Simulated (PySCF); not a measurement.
# J couplings in 3-hydroxy-1-fluorobenzene

Bonds (- single, = double, # triple, : aromatic): O1-C2 1.347 Å, C2:C3 1.400 Å, C3:C4 1.390 Å, C4:C5 1.396 Å, C5:C6 1.388 Å, C6-F7 1.332 Å, C6:C8 1.390 Å, C8:C2 1.398 Å. O1 carries H9; C3 carries H10; C4 carries H11; C5 carries H12; C8 carries H13.

Method: B3LYP/pcJ-1 (spin–dipole term only in couplings to heteroatoms)//PBE0-D3(BJ)/def2-SVP, PySCF 2.14; isolated molecule, single conformer, non-relativistic. Couplings are averaged over pairs made equivalent by symmetry, fast rotation or ring inversion, so a value needn't be that of the named pair in this geometry, while other rotamers aren't included; one pair stands for each set, and the list holds a selection of those of at least 1.5 Hz over up to four bonds, among pairs with at least one C or F or H atom (others weren't computed). One-bond C–F couplings come out tens of Hz too large with common functionals.

Isotopes: 13C, 19F, 1H, 17O. Couplings to quadrupolar nuclei such as 17O and 33S are rarely resolved in practice.

| pair | bonds | J (Hz) |
| --- | --- | --- |
| O1, C2 | 1 | 21.5 |
| O1, H9 | 1 | ? |
| C2, C3 | 1 | 73.3 |
| C2, C8 | 1 | 70.3 |
| C3, C4 | 1 | ? |
| C3, H10 | 1 | 171.8 |
| C4, C5 | 1 | ? |
| C4, H11 | 1 | 167.9 |
| C5, C6 | 1 | ? |
| C5, H12 | 1 | ? |
| C6, F7 | 1 | -315.0 |
| C6, C8 | 1 | 79.2 |
| C8, H13 | 1 | 163.9 |
| O1, C3 | 2 | -13.5 |
| C2, H9 | 2 | -3.6 |
| C3, C5 | 2 | -1.7 |
| C5, F7 | 2 | 18.6 |
| C5, C8 | 2 | 5.2 |
| C6, H12 | 2 | -4.1 |
| O1, H13 | 3 | -1.5 |
| C2, F7 | 3 | 6.5 |
| C3, C6 | 3 | ? |
| C4, F7 | 3 | ? |
| C5, H13 | 3 | 3.9 |
| F7, H12 | 3 | 8.9 |
| C8, H9 | 3 | ? |

Task: Estimate the withheld couplings, with signs.

Result: 
- 1J(O1,H9) = -78.3 Hz (bond length 0.963 Å)
- 1J(C3,C4) = 66.2 Hz (bond length 1.390 Å)
- 1J(C4,C5) = 64.1 Hz (bond length 1.396 Å)
- 1J(C5,C6) = 76.2 Hz (bond length 1.388 Å)
- 1J(C5,H12) = 173.3 Hz (bond length 1.090 Å, sp2 carbon)
- 3J(C3,C6) = 5.6 Hz
- 3J(C4,F7) = 7.4 Hz (dihedral angle 180°)
- 3J(C8,H9) = 3.1 Hz (dihedral angle 0°)
